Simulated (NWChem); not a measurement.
System: CH3F3Si; SMILES FC([SiH3])(F)F

Input file for NWChem:

```
start job
memory heap 200 mb stack 900 mb global 1100 mb
geometry units angstroms noautoz
  Si     0.000000     0.000000    -1.497944
  C      0.000000     0.000000     0.444944
  F      0.999761     0.773670     0.943476
  F      0.170138    -1.252654     0.943476
  F     -1.169899     0.478983     0.943476
  H     -0.187790     1.414234    -1.957270
  H     -1.130868    -0.869748    -1.957270
  H      1.318658    -0.544486    -1.957270
end
basis spherical
  * library def2-svp
end
dft
  xc b3pw91
  iterations 150
  mulliken
end
task dft energy
```

Output (shortened):

```
             Northwest Computational Chemistry Package (NWChem) 7.3.0
             --------------------------------------------------------

 C3  symmetry detected

                             Geometry "geometry" -> ""
                             -------------------------

 Output coordinates in angstroms (scale by  1.889725989 to convert to a.u.)

  No.       Tag          Charge          X              Y              Z
 ---- ---------------- ---------- -------------- -------------- --------------
    1 Si                  14.0000    -0.00000000     0.00000000     1.52395380
    2 C                    6.0000     0.00000000     0.00000000    -0.41893420
    3 F                    9.0000     1.17291017     0.47156120    -0.91746620
    4 F                    9.0000    -0.99483906     0.77998940    -0.91746620
    5 F                    9.0000    -0.17807110    -1.25155060    -0.91746620
    6 H                    1.0000     1.12533441    -0.87689571     1.98327980
    7 H                    1.0000    -1.32208116    -0.53612033     1.98327980
    8 H                    1.0000     0.19674675     1.41301604     1.98327980

 Effective nuclear repulsion energy (a.u.)     248.8685811875

      Symmetry information
      --------------------

 Group name             C3
 Group number              5
 Group order               3
 No. of unique centers     4

                                 NWChem DFT Module
                                 -----------------

 Summary of "ao basis" -> "ao basis" (spherical)
 ------------------------------------------------------------------------------
       Tag                 Description            Shells   Functions and Types
 ---------------- ------------------------------  ------  ---------------------
 Si                         def2-svp                 8       18   4s3p1d
 C                          def2-svp                 6       14   3s2p1d
 F                          def2-svp                 6       14   3s2p1d
 H                          def2-svp                 3        5   2s1p

      Symmetry analysis of basis
      --------------------------

        a          33
        e+         28
        e-         28

  Rotation of axis

            General Information
            -------------------
          SCF calculation type: DFT
          Wavefunction type:  closed shell.
          No. of atoms     :     8
          No. of electrons :    50
           Alpha electrons :    25
            Beta electrons :    25
          Charge           :     0
          Spin multiplicity:     1
          Use of symmetry is: on ; symmetry adaption is: on
          Maximum number of iterations: 150
          AO basis - number of functions:    89
                     number of shells:    41
          Convergence on energy requested:  1.00D-06
          Convergence on density requested:  1.00D-05
          Convergence on gradient requested:  5.00D-04

              XC Information
              --------------
                       B3PW91 Method XC Functional
                     Hartree-Fock (Exact) Exchange  0.200
                        Slater Exchange Functional  0.800 local
                    Becke 1988 Exchange Functional  0.720 non-local
                Perdew 1991 Correlation Functional  0.810 non-local
            Perdew 1991 LDA Correlation Functional  1.000 local

             Grid Information
             ----------------
          Grid used for XC integration:  medium
          Radial quadrature: Mura-Knowles
          Angular quadrature: Lebedev.
          Tag              B.-S. Rad. Rad. Pts. Rad. Cut. Ang. Pts.
          ---              ---------- --------- --------- ---------
          Si                  1.10       88           7.0       590
          C                   0.70       49           8.0       434
          F                   0.50       49          10.0       434
          H                   0.35       45           8.0       434
          Grid pruning is: on
          Number of quadrature shells:   231
          Spatial weights used:  Erf1

      Superposition of Atomic Density Guess
      -------------------------------------

 Sum of atomic energies:        -625.73872599

      Non-variational initial energy
      ------------------------------

 Total energy =    -626.977321
 1-e energy   =   -1365.809845
 2-e energy   =     489.963943
 HOMO         =      -0.351918
 LUMO         =       0.101408

      Symmetry analysis of molecular orbitals - initial
      -------------------------------------------------

  Numbering of irreducible representations:

     1 a           2 e+          3 e-

  Orbital symmetries:

     1 a           2 a           3 e+          4 e+          5 a
     6 a           7 e+          8 e+          9 a          10 a
    11 e+         12 e+         13 a          14 a          15 e+
    16 e+         17 a          18 e+         19 e+         20 e+
    21 e+         22 a          23 e+         24 e+         25 a
    26 a          27 e+         28 e+         29 a          30 e+
    31 e+         32 a          33 a          34 e+         35 e+

     ---------------------------------------------
      Total Density - Mulliken Population Analysis
     ---------------------------------------------

    Atom       Charge   Shell Charges
 -----------   ------   -------------------------------------------------------
    1 Si  14    13.61   2.00  1.99  1.03  0.28  5.94  1.16  1.11  0.11
    2 C    6     4.89   1.99  0.85  0.28  1.21  0.43  0.12
    3 F    9     9.43   1.99  1.14  0.77  3.46  2.07  0.00
    4 F    9     9.43   1.99  1.14  0.77  3.46  2.07  0.00
    5 F    9     9.43   1.99  1.14  0.77  3.46  2.07  0.00
    6 H    1     1.07   0.69  0.37  0.01
    7 H    1     1.07   0.69  0.37  0.01
    8 H    1     1.07   0.69  0.37  0.01

   convergence    iter        energy       DeltaE   RMS-Dens  Diis-err
 ---------------- ----- ----------------- --------- --------- ---------
 d= 0,ls=0.0,diis     1   -628.2481216958 -8.77D+02  1.78D-02  1.47D+00
 d= 0,ls=0.0,diis     2   -628.1039663922  1.44D-01  1.00D-02  3.51D+00
 d= 0,ls=0.0,diis     3   -628.4124948901 -3.09D-01  1.12D-03  1.81D-02
 d= 0,ls=0.0,diis     4   -628.4136925403 -1.20D-03  4.02D-04  3.29D-03
 d= 0,ls=0.0,diis     5   -628.4139624199 -2.70D-04  9.74D-05  5.94D-05
  Resetting Diis
 d= 0,ls=0.0,diis     6   -628.4139719317 -9.51D-06  1.69D-05  1.47D-06
 d= 0,ls=0.0,diis     7   -628.4139721610 -2.29D-07  4.70D-06  5.64D-08

         Total DFT energy =     -628.413972161002
      One electron energy =    -1366.940323092421
           Coulomb energy =      548.315618498622
    Exchange-Corr. energy =      -58.657848754666
 Nuclear repulsion energy =      248.868581187464

 Numeric. integr. density =       49.999995459951

                  Occupations of the irreducible representations
                  ----------------------------------------------

                     irrep           alpha         beta
                     --------     --------     --------
                     a                11.0         11.0
                     e+               14.0         14.0
                     e-                0.0          0.0

                       DFT Final Molecular Orbital Analysis
                       ------------------------------------

 Vector   23  Occ=2.000000D+00  E=-3.746582D-01  Symmetry=e+
              MO Center= -1.1D-01,  4.4D-01,  1.7D+00, r^2= 2.5D+00
   Bfn.  Coefficient  Atom+Function         Bfn.  Coefficient  Atom+Function
  ----- ------------  ---------------      ----- ------------  ---------------
    85      0.367157  8 H  s                  9      0.289364  1 Si py
    80     -0.245590  7 H  s                 86      0.193852  8 H  s
    12      0.187526  1 Si py                 6     -0.160510  1 Si py
    81     -0.129624  7 H  s                 75     -0.121567  6 H  s
    66     -0.108185  5 F  pz                 8      0.099424  1 Si px

 Vector   24  Occ=2.000000D+00  E=-3.746582D-01  Symmetry=e+
              MO Center=  1.1D-01, -4.4D-01,  1.7D+00, r^2= 2.5D+00
   Bfn.  Coefficient  Atom+Function         Bfn.  Coefficient  Atom+Function
  ----- ------------  ---------------      ----- ------------  ---------------
    75      0.353770  6 H  s                  8      0.289364  1 Si px
    80     -0.282165  7 H  s                 11      0.187526  1 Si px
    76      0.186759  6 H  s                  5     -0.160510  1 Si px
    81     -0.149002  7 H  s                 52     -0.104018  4 F  pz
     9     -0.099424  1 Si py                38      0.083364  3 F  pz

 Vector   25  Occ=2.000000D+00  E=-3.420776D-01  Symmetry=a
              MO Center= -2.5D-16, -4.0D-16,  7.2D-02, r^2= 2.7D+00
   Bfn.  Coefficient  Atom+Function         Bfn.  Coefficient  Atom+Function
  ----- ------------  ---------------      ----- ------------  ---------------
    24      0.338013  2 C  pz                21      0.297052  2 C  s
    10     -0.284453  1 Si pz                38      0.277127  3 F  pz
    52      0.277127  4 F  pz                66      0.277127  5 F  pz
    41     -0.200426  3 F  pz                55     -0.200426  4 F  pz
    69     -0.200426  5 F  pz                 4     -0.170023  1 Si s

 Vector   26  Occ=0.000000D+00  E= 1.120002D-02  Symmetry=a
              MO Center= -1.0D-14, -1.4D-14,  1.8D+00, r^2= 3.2D+00
   Bfn.  Coefficient  Atom+Function         Bfn.  Coefficient  Atom+Function
  ----- ------------  ---------------      ----- ------------  ---------------
    13      1.405222  1 Si pz                21      0.957152  2 C  s
    27      0.503952  2 C  pz                76     -0.334762  6 H  s
    81     -0.334762  7 H  s                 86     -0.334762  8 H  s
    24      0.239750  2 C  pz                10      0.222876  1 Si pz
     4     -0.190481  1 Si s                 20      0.169249  2 C  s

[...]
```

Level: B3PW91/def2-SVP. Coordinates come from a PBE-D3(BJ)/def2-SVP optimisation.
